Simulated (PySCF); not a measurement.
C6H8.

```xyz
14

C      2.6857    -0.2221     0.0000
C      1.5239     0.1250     0.0000
C      0.1225     0.5106     0.0000
C     -0.8326    -0.0807     1.0835
C     -1.9325    -0.1903     0.0000
C     -0.8326    -0.0807    -1.0835
H      3.7155    -0.5243     0.0000
H      0.0460     1.6113     0.0000
H     -0.4795    -1.0682     1.4153
H     -1.0291     0.5431     1.9680
H     -2.5956     0.6888     0.0000
H     -2.5557    -1.0966     0.0000
H     -1.0291     0.5431    -1.9680
H     -0.4795    -1.0682    -1.4153
```
Charge 0, spin multiplicity 1.

Geometry optimised at B3LYP-D3(BJ)/def2-SVP.

Level of theory: PBE/pcSseg-1 (PySCF). Non-relativistic, no solvent.

**Question.** Give the absolute GIAO shielding of each atom: isotropic value and principal components (ppm). (An estimate is asked for; the answer gives what the named calculation found.)

**Answer.** 
```tsv
atom	σ(iso)	σ11	σ22	σ33	span
C1	107.8	40.5	43.3	239.6	199.1
C2	90.2	-13.2	-11.1	295.0	308.2
C3	150.7	131.4	156.1	164.7	33.3
C4	145.6	130.4	137.9	168.4	38.0
C5	158.0	144.4	159.9	169.7	25.3
C6	145.6	130.4	137.9	168.4	38.0
H7	29.3	24.6	24.7	38.7	14.0
H8	28.2	24.2	28.8	31.6	7.4
H9	29.1	26.7	28.3	32.3	5.6
H10	29.0	26.0	26.4	34.7	8.8
H11	29.3	26.9	26.9	34.1	7.2
H12	29.5	25.8	26.7	36.1	10.3
H13	29.0	26.0	26.4	34.7	8.8
H14	29.1	26.7	28.3	32.3	5.6
```
